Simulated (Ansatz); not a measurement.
Calculated with Ansatz (gas phase, PBE0-D4/def2-TZVP geometries, no zero-point term in ΔE). CCSD(T)/CBS is the MP2 limit (def2-TZVPP, def2-QZVPP) plus CCSD(T) − MP2 in def2-TZVPP, frozen cores. DFT in def2-TZVPP. def2 core potentials past Kr. For I outer-core shells are correlated without core-valence functions, which leaves a few kJ/mol of doubt a bond.

Consider the redistribution: `[F][Al]([F])[I]` + `CC(F)[SiH3]` → `[CH3][Al]([F])[I]` + `FC(F)[SiH3]`.

```json
{"species": "`[F][Al]([F])[I]`", "r2SCAN energy (Eh)": "-740.15127"}
{"species": "`CC(F)[SiH3]`", "r2SCAN energy (Eh)": "-469.70795"}
{"species": "`[CH3][Al]([F])[I]`", "r2SCAN energy (Eh)": "-680.13867"}
{"species": "`FC(F)[SiH3]`", "r2SCAN energy (Eh)": "-529.64900"}
```

(1) Work out ΔE.

Largest T1 diagnostic among the species: 0.012.

Results:

(1) ΔE = (-680.13867) + (-529.64900) − (-740.15127) − (-469.70795) = 0.07155 Eh = +1.95 eV. CCSD(T)/CBS gives +2.09 eV.

Leaving LDA and LC-ωPBE aside and taking each functional with its dispersion term where it has one, the values, not all of them listed here, spread over 0.19 eV, from PBE-D4 to BHLYP-D4. At CCSD(T), def2-SVP lies −0.10 eV from the extrapolated value and def2-TZVPP −0.05 eV. From BLYP to BHLYP (50 % exact exchange), in def2-TZVPP and without D4, ΔE moves by +0.14 eV.
